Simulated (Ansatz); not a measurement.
Consider the isomerisation: `C=C1OC1[SiH3]` → `C=C1[SiH2]C1O`.

Calculated with Ansatz (gas phase, PBE0-D4/def2-TZVP geometries, no zero-point term in ΔE). CCSD(T)/CBS is the MP2 limit (def2-TZVPP, def2-QZVPP) plus CCSD(T) − MP2 in def2-TZVPP, frozen cores. DFT in def2-TZVPP. B3LYP here is the variant with VWN-RPA as its local correlation; programs differ in this. Each species was taken in one conformer, which may not be the lowest.

`C=C1OC1[SiH3]`:

Z-matrix (Å, degrees):
```
C
Si 1 1.880
C 1 1.434 2 121.4
O 1 1.490 2 115.1 3 -62.3
H 1 1.090 2 119.2 3 160.3
H 2 1.482 1 108.5 3 19.9
H 2 1.485 1 109.7 3 140.8
H 2 1.486 1 108.3 3 -100.2
C 3 1.314 1 155.4 2 79.2
H 9 1.082 3 120.8 1 -179.4
H 9 1.080 3 119.7 1 1.0
```

`C=C1[SiH2]C1O`:

Cartesian coordinates in Å:
```
C -0.628 -1.585 -0.526
C -0.411 -0.300 -0.265
Si -1.182 0.840 1.077
C 0.609 0.614 -0.526
O 1.894 0.429 -0.192
H -1.429 -2.127 -0.037
H -0.028 -2.122 -1.256
H -0.076 0.933 2.087
H -1.177 2.206 0.457
H 0.451 1.523 -1.091
H 1.977 -0.413 0.272
```

```csv
level,ΔE (kJ/mol),difference from CCSD(T)/CBS
B3LYP-D4,68.1,-6.9
ωB97X-V,116.1,41.1
B2PLYP,77.2,2.2
PBE,53.8,-21.2
PBE0,75.9,0.9
B3LYP,73.9,-1.1
SCS-MP2/def2-TZVPP,94.5,19.5
CCSD/def2-TZVPP,94.9,19.9
CCSD(T)/def2-TZVPP,76.2,1.2
MP2/CBS(def2),81.0,6.0
CCSD(T)/CBS,75.0,0
```

Largest T1 diagnostic among the species: 0.023, so the coupled-cluster value is less sure than usual.

From PBE to PBE0 (25 % exact exchange), in def2-TZVPP and without D4, ΔE moves by +22.1 kJ/mol. The D4 term adds −5.9 kJ/mol with B3LYP and −2.9 kJ/mol with PBE0; it sums over pairs of atoms, weighted by their polarisabilities, and B3LYP, whose exchange is more repulsive, gets the larger term.

CCSD(T)/CBS has its own doubt, a few kJ/mol and more with outer-core shells, so smaller differences from it don't rank the levels.
